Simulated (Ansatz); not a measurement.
The cluster TaS₃⁻, relaxed as a triplet with UKS PBE-D4/def2-SVPD in Ansatz, starting from the PBE-D4/def2-SVPD geometry of the charge -1 singlet. Force threshold 0.02 eV/Å.

In the def2 sets Ta takes a core potential; there is no spin–orbit coupling. At PBE-D4/def2-SVPD a singlet of charge -1 lies 0.80 eV below the triplet, each at its own geometry. The structure comes from a short search, and lower isomers may exist.

Start:

```xyz
4

Ta   -0.3007   -0.4322    0.0378
S     1.0751   -0.6824   -1.7100
S     0.8677   -0.2196    1.9351
S    -1.6421    1.3342   -0.2629
```

```tsv
step	energy (eV)	largest force component (eV/Å)	SCF passes
1	-34040.3750	0.639	19
2	-34040.4354	0.460	26
3	-34040.4733	0.218	31
4	-34040.4798	0.031	26
5	-34040.4802	0.003	22
```

Force components are those of the run's own axes.

End:

```
atom   x (Å)   y (Å)   z (Å)
 Ta1  -0.089  -0.128   0.011
  S2   1.071  -0.840  -1.817
  S3   0.850  -0.346   2.077
  S4  -1.832   1.314  -0.271
```

By distances, no bond broke or formed. The bond that changes most is Ta1–S2, from 2.24 to 2.28 Å (atoms count from 1).

No frequencies were taken in this run, so the end may be a saddle point.

Run time 8 s (4 threads of Arm Neoverse V1 on a shared host).
